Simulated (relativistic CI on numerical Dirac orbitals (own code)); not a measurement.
## Ti+ in a cubic cluster: L2,3 absorption with charge transfer

Computed with a charge-transfer multiplet model of a cubic metal-ligand cluster with up to one ligand hole, Slater and spin-orbit integrals from Dirac-Coulomb-Breit ions, Slater integrals scaled by 0.7. The ground state mixes d3 with configurations of k ligand holes L, whose averages lie at kΔ + k(k − 1)U_dd/2; a core hole lowers each added d electron by U_cd. 300 K, Lorentzian 0.4 eV and Gaussian 0.3 eV FWHM.

Atomic integrals in eV (Slater integrals scaled, ζ unscaled), ground: F2dd 4.733, F4dd 2.905, zeta_d 0.009; with the core hole: F2dd 5.484, F4dd 3.378, zeta_d 0.017, zeta_core 3.750, F2cd 2.909, G1cd 2.019, G3cd 1.143.

Cluster parameters (eV): Δ = 10.2, U_dd = 4.7, U_cd = 5.6, 10Dq(ligand) = 1, V(eg) = 1.85, V(t2g) = -0.89, final-state hopping factor = 1.

Weights, n_d and S are thermal averages at 300 K. Photon energies count from the first peak over 30 % of the highest in each spectrum, which can be another peak from case to case. The parameters are a model scan and need not match a compound or its usual spin state. Peaks in eV (height, largest 100): 0.0 (100), 5.1 (47), 6.1 (59).

Problem. Which parameters give this spectrum?
A. 10Dq = 0.35 eV
B. 10Dq = 0.65 eV
C. 10Dq = 1.25 eV

Solution. A. 10Dq = 0.35 eV; the ground state then has 3.11 d electrons and S = 1.50. The choice follows from running the model for each set and comparing peak positions and heights. The space is cut while the next configuration still counts.
